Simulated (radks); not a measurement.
Ionisation of the oxygen ion O+, [He] 2s2 2p3, to [He] 2s2 2p2 as the strength of local exchange is varied. All-electron calculation, Dirac Kohn-Sham, Slater X-alpha exchange (alpha = 2/3 is LDA exchange), no correlation, spin-unpolarised, spherical densities, point nucleus; open shells fill j = l - 1/2 first. Program: a radial shooting solver on a logarithmic mesh with Libxc functionals.

alpha  E(O+) (hartree)  exchange (hartree)  IE (eV)  -e of the level emptied (eV)  <r> of it (bohr)
0.575        -72.49346            -5.82066   30.292                21.408 (2p3/2)             1.143
0.597        -72.71643            -6.05761   30.719                21.793 (2p3/2)             1.137
0.667        -73.42936            -6.81846   32.098                23.043 (2p3/2)             1.118
0.885        -75.68358            -9.25556   36.584                27.146 (2p3/2)             1.065
0.938        -76.23938            -9.86349   37.719                28.192 (2p3/2)             1.053

NIST Atomic Spectra Database: 35.121 eV (measured). The Delta-SCF value meets it near alpha = 0.81. Spin polarisation and multiplet splitting are left out, so open shells lie too high by an amount that depends on their filling.

Beside tabulated values, note that spin-unpolarised runs miss the spin-polarisation part of the exchange energy of open shells.
